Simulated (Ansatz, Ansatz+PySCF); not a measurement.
```csv
atom,x (Å),y (Å),z (Å)
C,0.0000,0.0000,-1.6747
S,0.0000,0.0000,0.6280
```

Basis set: 6-31G (spherical functions). Correlated methods keep 6 orbitals frozen. Charge 0, multiplicity 1.

Computed with Ansatz (development build ahead of 0.2.0); each method stands on the lowest determinant of its kind that the runs found. Restricted open shells among the atoms or ions are ROHF, correlated in semicanonical orbitals with singles.

(1) Give the atomization energy at this shape (free ground-state atoms in the same class of orbitals less the molecule, no zero-point energy) of singlet CS by UHF-CCSDT(Q), RHF-CCSD(T), full CI (lowest root of this spin), UHF-CCSD(T), UHF-MP2, RHF-MP2, UHF, RHF, RHF-CCSD.

Answers

(1)

| method | atomization energy |
| --- | --- |
| UHF-CCSDT(Q) | 2.73 eV |
| RHF-CCSD(T) | 2.72 eV |
| full CI (lowest root of this spin) | 2.52 eV |
| UHF-CCSD(T) | 2.35 eV |
| UHF-MP2 | 0.87 eV |
| RHF-MP2 | 0.32 eV |
| UHF | 0.27 eV |
| RHF | -2.03 eV |
| RHF-CCSD | 1.66 eV |

Caution: another spin multiplicity may lie lower. Caution for UHF-CCSDT(Q), UHF-CCSD(T), UHF-MP2: a plain start can end on a higher determinant; large amplitudes, a single reference is doubtful. Caution for UHF-CCSDT(Q), UHF-CCSD(T), UHF-MP2, UHF: the unrestricted determinant is a mixture of spin states. Caution for RHF-CCSD(T), RHF-MP2, RHF, RHF-CCSD: an unrestricted determinant lies well below. Caution for RHF-CCSD(T), RHF-MP2, RHF-CCSD: large share of triples, a single reference is doubtful. Caution for RHF-CCSD(T), UHF-CCSD(T): the program doubts this total. Caution for RHF: the molecule lies well above its atoms at this level.

This basis has no polarisation functions and is too small for such energies, which can lie far from measured ones in either direction.
